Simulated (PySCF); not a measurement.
# From computed data to an observable: oscillator strength and radiative lifetime

ClH₂O₂Sb, SMILES [OH][Sb]([OH])[Cl].

Geometry: B3LYP-D3(BJ)/def2-SVP. The def2 effective core potentials stand for the cores of Sb; spin–orbit coupling is left out. One conformer was computed; it need not be the lowest.

TDA-LC-ωPBE/def2-SVPD in PySCF puts the first singlet state with f over 0.02 at 6.24 eV (vertical), with the transition dipole (0.436, 0.664, -0.422) in atomic units.

Q: Find the oscillator strength, the wavelength and the radiative lifetime that this transition would have in vacuum if emission retraced absorption.

A: 
|μ|² = 0.8091 au, so |μ| = 2.29 D. ΔE = 6.24/27.211 = 0.2293 hartree. f = (2/3) ΔE |μ|² = 0.124 (the program prints 0.124).
λ = 1239.84/6.24 = 199 nm; ν = 50329 cm⁻¹.
Einstein's coefficient A = 0.6670 ν² f s⁻¹ (ν in cm⁻¹) = 2.1e8 s⁻¹, so τ = 1/A = 4.8 ns. This state is S1. The figure is the radiative limit of this one transition; relaxation, internal conversion, crossing to triplets and a medium change what is measured.
